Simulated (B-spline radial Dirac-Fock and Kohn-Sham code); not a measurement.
Model: the Dirac equation of a negative muon with reduced mass in the field of a spherical finite nucleus, with the Uehling potential to all orders; nuclear polarisation, deformation, hyperfine structure, self-energy, higher-order vacuum polarisation, relativistic recoil and electron screening are left out. Program: a radial B-spline solver. The nuclear charge is a uniformly charged sphere.

**Question.** A muonic atom of atomic mass 140.91 u emits these computed lines: 2p3/2 → 1s1/2 4244 keV, 3d5/2 → 2p3/2 1359 keV, 4f7/2 → 3d5/2 482.1 keV, 5g9/2 → 4f7/2 222.1 keV. Which element is it, and what rms charge radius was used?

**Answer.** Praseodymium (Z = 59, nuclide ¹⁴¹Pr); the high transitions hardly feel the nucleus and fix Z. The 2p → 1s line lies 3566 keV below the value for a point nucleus without QED, which for this nuclear model gives a radius near 4.89 fm (4.8919 fm was used).
